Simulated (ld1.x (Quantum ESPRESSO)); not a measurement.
# argon: variants of one TM potential

Base potential:

Ar, norm-conserving Troullier–Martins (Kleinman–Bylander form), made with ld1.x (Quantum ESPRESSO) 7.5 (revPBE, non-relativistic). Core [He], reference 2s2 2p6 3s2 3p6. Waves: 2s (bound): rc 0.60 bohr; 2p (bound): rc 0.65 bohr. Local part: all-electron potential smoothed inside 0.50 bohr (lloc = -1). Core correction: none.

Occupied shells without a wave of their own: 3p, 3s. They enter only through the test configuration that unscreens the potential.

Cutoffs, loose and tight: the cutoffs (Ry, on a coarse ladder) from which the occupation-weighted sum of valence levels, in a spherical-Bessel basis at the reference potential, stays within 10 and 1 mRy of its value at 400 Ry. They do not see the model core or the augmentation charge, which bear on the density cutoff. Test errors are all-electron minus pseudo excitation energies from the reference, over the configurations 2s2 2p6 3s2 3p5; 2s2 2p6 3s2 3p4; 2s2 2p6 3s2 3p3; 2s2 2p6 3s2 3p2; 2s2 2p6 3s1 3p6; 2s1 2p6 3s2 3p6; 2s2 2p6 3s2 3p5.5. A dash means not determined; rows that change the core or the reference have their own tests.

Cutoffs are not given where the Bessel-basis levels miss the radial ones by over 6 mRy, ghosts where they miss by over 20 mRy; a channel whose overlap is not positive is not tested.

```csv
change,outcome,"cutoff, loose","cutoff, tight",bound ghosts,largest test error (meV)
base,"generated, misses its reference levels by 0.41 eV",over 300 Ry,over 300 Ry,none,+3404
wave 2s (bound): rc 0.60 bohr becomes 2s (bound): rc 0.38 bohr,"generated, misses its reference levels by 0.41 eV",–,–,not determined,+3421
wave 2s (bound): rc 0.60 bohr becomes 2s (bound): rc 0.44 bohr,"generated, misses its reference levels by 0.41 eV",–,–,none,+3419
wave 2s (bound): rc 0.60 bohr becomes 2s (bound): rc 0.50 bohr,"generated, misses its reference levels by 0.41 eV",–,–,none,+3414
wave 2s (bound): rc 0.60 bohr becomes 2s (bound): rc 0.54 bohr,"generated, misses its reference levels by 0.41 eV",over 300 Ry,over 300 Ry,none,+3410
wave 2s (bound): rc 0.60 bohr becomes 2s (bound): rc 0.64 bohr,"generated, misses its reference levels by 0.54 eV",over 300 Ry,over 300 Ry,none,+3396
wave 2s (bound): rc 0.60 bohr becomes 2s (bound): rc 0.68 bohr,"generated, misses its reference levels by 0.63 eV",over 300 Ry,over 300 Ry,none,+3391
wave 2s (bound): rc 0.60 bohr becomes 2s (bound): rc 0.74 bohr,"generated, misses its reference levels by 0.81 eV",over 300 Ry,over 300 Ry,none,+3380
```

Q: What comes out with this change to the base: wave 2s (bound): rc 0.60 bohr becomes 2s (bound): rc 0.84 bohr?

A: outcome: generated, misses its reference levels by 0.91 eV; cutoff, loose: over 300 Ry; cutoff, tight: over 300 Ry; bound ghosts: none; largest test error (meV): +3370.

Q: What comes out with this change to the base: wave 2s (bound): rc 0.60 bohr becomes 2s (bound): rc 0.90 bohr?

A: outcome: generated, misses its reference levels by 0.94 eV; cutoff, loose: over 300 Ry; cutoff, tight: over 300 Ry; bound ghosts: none; largest test error (meV): +3370.

Q: What comes out with this change to the base: wave 2s (bound): rc 0.60 bohr becomes 2s (bound): rc 0.78 bohr?

A: outcome: generated, misses its reference levels by 0.86 eV; cutoff, loose: over 300 Ry; cutoff, tight: over 300 Ry; bound ghosts: none; largest test error (meV): +3376.

Reading the sweep of the s radius (base included, trends over the rows without a ghost): The median size of the test errors (rows with all tests solved) rises from 519.6 meV at 0.44 to 981.1 meV at 0.9 bohr. More of the atom is replaced by a form fitted at one configuration, so other configurations suffer as the radius grows.
